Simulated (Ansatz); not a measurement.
`[Cl][Ga]([Cl])[SeH]` + `[F][GaH][I]` → `[Cl][Ga]([Cl])[I]` + `[F][GaH][SeH]` at 400 K and 1 bar (redistribution).

Calculated with Ansatz (gas phase, PBE0-D4/def2-TZVP geometries, no zero-point term in ΔE). CCSD(T)/CBS is the MP2 limit (def2-TZVPP, def2-QZVPP) plus CCSD(T) − MP2 in def2-TZVPP, frozen cores. Elements past krypton have def2 core potentials. For Ga, I, Se outer-core shells are correlated without core-valence functions, which leaves a few kJ/mol of doubt a bond. Scalar relativity is left out up to krypton. One conformer a species, not always the lowest.

```json
{"species": "`[Cl][Ga]([Cl])[SeH]`", "CCSD(T)/CBS energy (Eh)": "-5244.95427", "H − E (kJ/mol)": "57.8", "S (J/(mol·K))": "390.1"}
{"species": "`[F][GaH][I]`", "CCSD(T)/CBS energy (Eh)": "-2321.86103", "H − E (kJ/mol)": "45.9", "S (J/(mol·K))": "333.5"}
{"species": "`[Cl][Ga]([Cl])[I]`", "CCSD(T)/CBS energy (Eh)": "-3141.09973", "H − E (kJ/mol)": "34.9", "S (J/(mol·K))": "377.7"}
{"species": "`[F][GaH][SeH]`", "CCSD(T)/CBS energy (Eh)": "-4425.71391", "H − E (kJ/mol)": "68.7", "S (J/(mol·K))": "339.5"}
```

H − E and S are ideal-gas, rigid-rotor, harmonic terms from PBE0-D4/def2-TZVP, for one conformer and one mirror image of each species. 1 Eh = 2625.50 kJ/mol, R = 8.31446 J/(mol·K).

Q: By hand: ΔE, ΔH, ΔS and ΔG.

A: ΔE = (-3141.09973) + (-4425.71391) − (-5244.95427) − (-2321.86103) = 0.00166 Eh = 4.4 kJ/mol. Δ(H − E) = 34.9 + 68.7 − 57.8 − 45.9 = -0.1, so ΔH = 4.3 kJ/mol. ΔS = 377.7 + 339.5 − 390.1 − 333.5 = -6.4 J/(mol·K). ΔG = 4.3 − 400 × (-6.4)/1000 = 6.9 kJ/mol.

Q: By hand: the equilibrium constant, and the temperature at which ΔG would vanish if ΔH and ΔS stayed fixed.

A: log₁₀ K = −ΔG/(RT ln 10) = -0.9. ΔH and −TΔS have one sign here, so there is no such temperature. One of them is within its doubt of zero, so this could turn.

TΔS isn't small against ΔH here. A doubt of 5 kJ/mol in ΔE shifts log₁₀ K by 0.7 here. Other conformers and mirror images would add mixing entropy, several J/(mol·K) or more a flexible species. These are equilibria of isolated gas molecules and say nothing of rates. Largest T1 diagnostic: 0.012 (customary marks: 0.02 for closed shells, 0.045 for open ones).
